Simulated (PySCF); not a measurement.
[Hg(H2O)2]2+ relaxed at several levels

Computed with PySCF 2.14.0, def2-SVP on the ligands, density fitting, scalar-relativistic core potentials, no spin-orbit coupling, vacuum. Each row is relaxed at its own level from the same template. Distances are means of the shortest metal–ligand contacts, charges and spins Mulliken's; removal energies are rigid, with the ligand's formal charge and no counterpoise, so too large; for an anion taken off a cation in vacuum most of it is the attraction of opposite charges, and multiply charged cations can part far more cheaply with an electron moved from ligand to metal.

| level | basis on the metal | point group | M–H2O (Å) | charge on M (e) | HOMO–LUMO gap (eV) | removal of one H2O (eV) | strongest infrared band, degenerate modes summed (cm⁻¹) | unstable modes (below −25 cm⁻¹) |
| --- | --- | --- | --- | --- | --- | --- | --- | --- |
| PBE0 | def2-SVP with ECP60 | D2d | 2.047 | 1.24 | 7.54 | 4.06 | 3638 | 0 |

What does the calculation give for B3LYP, def2-SVP with ECP60?

point group: D2d, M–H2O (Å): 2.062, charge on M (e): 1.21, HOMO–LUMO gap (eV): 6.70, removal of one H2O (eV): 4.08, strongest infrared band, degenerate modes summed (cm⁻¹): 3584, unstable modes (below −25 cm⁻¹): 0.
```xyz
7

Hg    0.0000    0.0000    0.0000
O     0.0000    0.0000    2.0618
H     0.5726    0.5726    2.6205
H    -0.5726   -0.5726    2.6205
O     0.0000    0.0000   -2.0618
H     0.5726   -0.5726   -2.6205
H    -0.5726    0.5726   -2.6205
```

One start shape was tried for each, so a minimum needn't be the lowest isomer.
